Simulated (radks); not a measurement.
Polarisability of neutral copper, [Ar] 3d10 4s1, at imaginary frequency. Calculated with a radial shooting solver on a logarithmic mesh with Libxc functionals: scalar-relativistic Kohn-Sham, LDA (Slater exchange, VWN5 correlation), spin-polarised, spherical densities, finite nucleus; open shells are filled with parallel spins first; Fermi nuclear charge, rms radius 3.8823 fm. Response by self-consistent Sternheimer equations with the Hartree and adiabatic LDA kernel, the relativistic mass of each level held fixed and spin-orbit coupling left out.

w (hartree)  alpha1(iw) (bohr^3)  alpha2(iw) (bohr^5)
0.00266                    39.08                389.0
0.0143                     38.86                370.4
0.0360                     37.69                327.1
0.0697                     34.39                290.9
0.118                      28.43                253.9
0.186                      21.07                205.4
0.280                      14.41                150.1
0.413                      9.469                99.13
0.605                      6.122                60.11
0.892                      3.892                33.85
1.35                       2.386                17.65
2.12                       1.361                8.341
3.59                      0.6773                3.393
6.94                      0.2587                1.059
17.5                     0.05657               0.1883

Static values: alpha1 = 39.09 bohr^3 (5.793 angstrom^3; uncoupled 59.51), alpha2 = 389.8 bohr^5, alpha3 = 5776 bohr^7. C6 = 249.5, C8 = 11470, triple-dipole C9 = 6773 atomic units. One-pole (London) frequency 4 C6 / (3 alpha1^2) = 0.218 hartree, against 0.191 for minus the highest occupied eigenvalue. Recommended static value: 46.5 bohr^3 (Schwerdtfeger and Nagle, 2023 table).
